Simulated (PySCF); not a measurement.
A structure optimised at B3LYP-D3(BJ)/def2-SVP, used in a PySCF frequency run:

```xyz
12

B     -0.4630    -0.3201     0.0000
F     -1.7973    -0.3843     0.0000
Cl     0.4160    -1.8711     0.0000
N      0.1874     0.9160     0.0000
C     -0.5668     2.1599     0.0000
C      1.6271     1.0943     0.0000
H     -0.3249     2.7662     0.8916
H     -0.3249     2.7662    -0.8916
H     -1.6438     1.9544     0.0000
H      1.9522     1.6608    -0.8913
H      1.9522     1.6608     0.8913
H      2.1339     0.1227     0.0000
```
Charge 0, spin multiplicity 1.

**Question.** Write its SMILES, formula and point group.

**Answer.** CN(C)B(F)Cl, C2H6BClFN, Cs

**Question.** What are its rotational constants (standard atomic weights)?

**Answer.** 4.0736, 2.1370, 1.4270 GHz
